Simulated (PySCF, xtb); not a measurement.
C₂H₈AlNO, SMILES [AlH]([O]CC)[NH2].

GFN2-xTB (xtb 6.7.1) at its own geometry gives an orbital gap of 4.56 eV and a dipole moment of 1.48 D.

Geometry: PBE0-D3(BJ)/def2-SVP. The structure was generated by enumeration; whether it is a known compound was not checked. One conformer was computed; it need not be the lowest.

**Question.** What does PBE/def2-TZVP in PySCF give? (Estimate from the structure and the level; the computed values follow.)

**Answer.** gap 5.32 eV (levels -5.95 and -0.63 eV), dipole 1.88 D.
